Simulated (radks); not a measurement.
Results of a calculation; reference values are marked as such.
Ba V, 52 electrons, occupied as [Kr] 4d10 5s2 5p3.5 5d0.5 (fractional occupations, a model configuration).

Code: a radial shooting solver on a logarithmic mesh with Libxc functionals. Model: scalar-relativistic Kohn-Sham, PBEsol, spin-polarised, spherical densities, point nucleus; open shells are filled with parallel spins first (spin-orbit coupling, left out, can overturn this in heavy ions).

Energy parts (eV):
total: -221184.34
kinetic: 233495.81
electron-nucleus: -533192.64
Hartree: 83765.28
exchange-correlation: -5252.79

Orbitals (lengths in bohr, moments of r in powers of bohr; r(90%) holds 90 % of the orbital's charge):
orbital  occ.  eigenvalue (eV)      <r^2>  r(90%)      <r^4>
1s up       1        -37285.05  0.0008889  0.0461  2.076e-06
1s down     1        -37284.89  0.0008889  0.0461  2.076e-06
2s up       1        -5928.639    0.01422   0.170  0.0003470
2s down     1        -5928.527    0.01422   0.170  0.0003470
2p up       3        -5321.386    0.01130   0.157  0.0002526
2p down     3        -5321.227    0.01130   0.157  0.0002526
3s up       1        -1283.941    0.09749   0.429    0.01440
3s down     1        -1283.786    0.09748   0.429    0.01440
3p up       3        -1089.283    0.09753   0.435    0.01506
3p down     3        -1089.109    0.09752   0.435    0.01506
3d up       5        -806.3926    0.08391   0.418    0.01273
3d down     5        -806.2184    0.08390   0.417    0.01273
4s up       1        -284.6823     0.5119   0.968     0.3821
4s down     1        -284.3347     0.5116   0.968     0.3811
4p up       3        -221.8142     0.5813    1.04     0.5072
4p down     3        -221.4507     0.5801    1.04     0.5037
4d up       5        -130.5142     0.7395    1.20     0.8951
4d down     5        -130.0178     0.7329    1.20     0.8736
5s up       1         -72.2654      2.755    2.23      10.80
5s down     1         -69.5609      2.733    2.23      10.72
5p up       3         -55.9125      3.492    2.52      17.58
5p down   0.5         -53.0351      3.511    2.54      17.99
5d up     0.5         -34.1065      5.747    3.28      49.16
5d down     0         -31.5218      6.055    3.38      55.21

The highest occupied level is 5d up at -34.106 eV. The density falls to 0.001 e/bohr^3 at r = 3.49 bohr. Summed over all electrons, <r^2> = 34.18 bohr^2, which gives a Langevin (diamagnetic) susceptibility term of -27.1 x 10^-6 cm^3/mol.
